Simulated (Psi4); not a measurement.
Method: SAPT0/jun-cc-pVDZ, all electrons correlated (Psi4).

Psi4 input:

```
molecule {
0 1
C 0.66138954 0.00674584 0.03401863
C -0.66138703 -0.00676125 -0.03402336
H 1.20683173 0.88924387 0.34580265
H 1.25384126 -0.86410410 -0.21924082
H -1.25380482 0.86410803 0.21925215
H -1.20687068 -0.88923239 -0.34580926
--
1 1
Li -0.10514270 -0.70663546 2.18359982
units angstrom
symmetry c1
no_reorient
no_com
}
set basis jun-cc-pvdz
set scf_type df
set freeze_core false
energy('sapt0')
```

Part of the output:

```
    SAPT Results
  --------------------------------------------------------------------------------------------------------
    Electrostatics                -24.51324783 [mEh]     -15.38229525 [kcal/mol]     -64.35952332 [kJ/mol]
      Elst10,r                    -24.51324783 [mEh]     -15.38229525 [kcal/mol]     -64.35952332 [kJ/mol]

    Exchange                       15.12791837 [mEh]       9.49291210 [kcal/mol]      39.71834422 [kJ/mol]
      Exch10                       15.12791837 [mEh]       9.49291210 [kcal/mol]      39.71834422 [kJ/mol]
      Exch10(S^2)                  15.06960433 [mEh]       9.45631948 [kcal/mol]      39.56524072 [kJ/mol]

    Induction                     -22.13409474 [mEh]     -13.88935414 [kcal/mol]     -58.11305773 [kJ/mol]
      Ind20,r                     -33.15149621 [mEh]     -20.80287794 [kcal/mol]     -87.03924131 [kJ/mol]
      Exch-Ind20,r                 11.30640703 [mEh]       7.09487752 [kcal/mol]      29.68496756 [kJ/mol]
      delta HF,r (2)               -0.28900555 [mEh]      -0.18135372 [kcal/mol]      -0.75878397 [kJ/mol]

    Dispersion                     -0.18362301 [mEh]      -0.11522518 [kcal/mol]      -0.48210214 [kJ/mol]
      Disp20                       -0.24544833 [mEh]      -0.15402115 [kcal/mol]      -0.64442449 [kJ/mol]
      Exch-Disp20                   0.06182532 [mEh]       0.03879597 [kcal/mol]       0.16232235 [kJ/mol]
      Disp20 (SS)                  -0.12272416 [mEh]      -0.07701057 [kcal/mol]      -0.32221224 [kJ/mol]
      Disp20 (OS)                  -0.12272416 [mEh]      -0.07701057 [kcal/mol]      -0.32221224 [kJ/mol]
      Exch-Disp20 (SS)              0.05584583 [mEh]       0.03504379 [kcal/mol]       0.14662320 [kJ/mol]
      Exch-Disp20 (OS)              0.00597949 [mEh]       0.00375219 [kcal/mol]       0.01569916 [kJ/mol]

  Total HF                        -31.51942420 [mEh]     -19.77873729 [kcal/mol]     -82.75423683 [kJ/mol]
  Total SAPT0                     -31.70304720 [mEh]     -19.89396247 [kcal/mol]     -83.23633896 [kJ/mol]
```
